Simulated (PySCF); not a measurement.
**Ca: ionisation energy**

Ca [Ar] 4s2 (1S) → Ca⁺ [Ar] 4s1 (2S), as a difference of total energies. Computed with PySCF 2.14 in 6-31G* (5s4p3d, 32 functions), with no relativity, point nucleus. Correlated levels: valence: [Ar] frozen. The calculations carry no spin-orbit coupling.

Order these methods by the ionisation energy they give, lowest first.
A. LDA
B. SCS-MP2 (valence)
C. CCSD (valence)
D. MP2 (valence)

D (5.600 eV), B (5.694 eV), C (5.849 eV), A (6.252 eV).

These non-relativistic numbers lack the scalar-relativistic shift.

Errors of the correlated levels include the incompleteness of this basis and the frozen core.

With two correlated electrons CCSD is exact in that space.

For comparison: 6.113 eV (measured; NIST Atomic Spectra Database, ionization energies).
